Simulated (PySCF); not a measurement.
Input file for PySCF: D3(BJ) and D4 dispersion corrections on H5NSiSn (SMILES [NH2][Sn][SiH3]), a point of a torsion scan.

```python
from pyscf import gto
from pyscf.dispersion import dftd3, dftd4

mol = gto.M(
    atom='''
    N     1.92212066   -0.13177005    0.11254635
    Sn    0.62344056   -0.07709642    1.66473769
    Si   -1.43711101    0.06446604    0.06956892
    H     2.92468430   -0.19163398    0.21400151
    H     1.72638530   -0.10609584   -0.87703801
    H    -1.58979268   -1.07350275   -0.85675864
    H    -2.76379994    0.14156202    0.71049043
    H    -1.44632141    1.22887221   -0.83620719
    ''',
    basis='def2-svp',
    charge=0, spin=0, verbose=0, max_memory=1800)
d3, d4 = {}, {}
for xc in ['hf', 'pbe', 'blyp', 'revpbe', 'tpss', 'r2scan', 'b3lyp', 'pbe0', 'bhlyp', 'camb3lyp', 'b2plyp']:
    d3[xc] = float(dftd3.DFTD3Dispersion(mol, xc=xc, version='d3bj', atm=False).get_dispersion()['energy'])
    print(f'D3(BJ) {xc:10s} {d3[xc]:14.8f} Eh')
for xc in ['hf', 'pbe', 'blyp', 'revpbe', 'tpss', 'r2scan', 'b3lyp', 'pbe0', 'bhlyp', 'camb3lyp', 'b2plyp']:
    d4[xc] = float(dftd4.DFTD4Dispersion(mol, xc={'camb3lyp': 'cam-b3lyp'}.get(xc, xc), atm=True).get_dispersion()['energy'])
    print(f'D4     {xc:10s} {d4[xc]:14.8f} Eh')
```

It printed:

```
D3(BJ) hf            -0.05083016 Eh
D3(BJ) pbe           -0.00632340 Eh
D3(BJ) blyp          -0.01461296 Eh
D3(BJ) revpbe        -0.01483599 Eh
D3(BJ) tpss          -0.00836430 Eh
D3(BJ) r2scan        -0.00177360 Eh
D3(BJ) b3lyp         -0.01225360 Eh
D3(BJ) pbe0          -0.00588238 Eh
D3(BJ) bhlyp         -0.01088933 Eh
D3(BJ) camb3lyp      -0.00604126 Eh
D3(BJ) b2plyp        -0.00645222 Eh
D4     hf            -0.02066940 Eh
D4     pbe           -0.00644739 Eh
D4     blyp          -0.01376752 Eh
D4     revpbe        -0.01660967 Eh
D4     tpss          -0.00862227 Eh
D4     r2scan        -0.00145113 Eh
D4     b3lyp         -0.01057022 Eh
D4     pbe0          -0.00549906 Eh
D4     bhlyp         -0.00953198 Eh
D4     camb3lyp      -0.00572183 Eh
D4     b2plyp        -0.00445596 Eh
```

The run finished.

Cost: very roughly 0.03 core-seconds.
